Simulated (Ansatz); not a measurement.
Stepwise reaction of `C[SiH](F)F` with water, as a gas-phase model of exchange steps in deposition or etching. ΔE in kJ/mol; ΔG adds harmonic PBE0-D4 terms to CCSD(T)/CBS, at 1 bar.

Calculated with Ansatz (gas phase, PBE0-D4/def2-TZVP geometries, no zero-point term in ΔE). CCSD(T)/CBS adds triple-zeta CCSD(T) − MP2 to the extrapolated MP2 energy (def2 sets, frozen cores). This one scheme is used for every species. DFT in def2-TZVPP. B3LYP here is the variant with VWN-RPA as its local correlation; programs differ in this. One conformer a species, not always the lowest.

| step | reaction | PBE-D4 | B3LYP-D4 | ωB97M-V | CCSD(T)/CBS | ΔG(500 K) |
| --- | --- | --- | --- | --- | --- | --- |
| 2 | `C[SiH](O)F` + H₂O → `C[SiH](O)O` + H–F | 42.8 | 45.5 | 45.1 | 44.5 | 47.1 |

Give the row of step 1, `C[SiH](F)F` + H₂O → `C[SiH](O)F` + H–F. (Best estimate.)

Computed: 
| step | reaction | PBE-D4 | B3LYP-D4 | ωB97M-V | CCSD(T)/CBS | ΔG(500 K) |
| --- | --- | --- | --- | --- | --- | --- |
| 1 | `C[SiH](F)F` + H₂O → `C[SiH](O)F` + H–F | 42.4 | 44.9 | 44.4 | 44.1 | 45.4 |

By hand: ΔE of the 2 steps together at CCSD(T)/CBS.

(44.1) + (44.5) = 88.6 kJ/mol, or 44.3 kJ/mol a step.

In ΔE the steps differ by no more than 0.4 kJ/mol. All are uphill at CCSD(T)/CBS. ΔG lies between 45.4 and 47.1 kJ/mol a step. PBE-D4 differs from CCSD(T)/CBS by -1.7 to -1.7 kJ/mol a step. Isolated molecules leave out the surface, adducts and barriers. Largest T1 diagnostic: 0.011.
